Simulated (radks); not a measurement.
Values are calculated unless marked as measured or tabulated.
How relativity changes the ionisation of the lead ion Pb2+ ([Hg]) to Pb3+ ([Xe] 4f14 5d10 6s1). Spin-unpolarised spherical Kohn-Sham, LDA (Slater exchange, Perdew-Wang correlation), point nucleus unless stated (finite: rms radius 5.5012 fm), a radial shooting solver on a logarithmic mesh with Libxc functionals. A level marked "c x" has the speed of light scaled by that factor.

level                        E(Pb2+) (hartree)  E(Pb3+) (hartree)  IE (eV)   HOMO  <r> HOMO (bohr)
non-rel.                           -19518.2004        -19517.1375   28.924     6s            2.412
scalar-rel.                        -20869.9371        -20868.7290   32.875     6s            2.168
scalar-rel., finite nucleus        -20864.1118        -20862.9042   32.860     6s            2.169
Dirac                              -20916.5158        -20915.3079   32.868  6s1/2            2.169
Dirac, finite nucleus              -20910.6146        -20909.4073   32.853  6s1/2            2.170
Dirac, c x 0.75                    -22607.5422        -22606.1271   38.506  6s1/2            1.923
Dirac, c x 1.25                    -20346.5798        -20345.4339   31.182  6s1/2            2.264
Dirac, c x 10                      -19529.7445        -19528.6805   28.953  6s1/2            2.410

NIST Atomic Spectra Database: 31.937 eV (measured). The relativistic part of the total energy of Pb2+ is -1392 hartree (Dirac, finite nucleus), 7.1 % of the non-relativistic value. Spin polarisation and multiplet splitting of open shells are left out at every level.

Beside tabulated values, note that relativity, absent from the non-relativistic runs, is large for the heavy elements, and spin-unpolarised runs miss the spin-polarisation part of the exchange energy of open shells, and scalar-relativistic runs lack spin-orbit coupling.
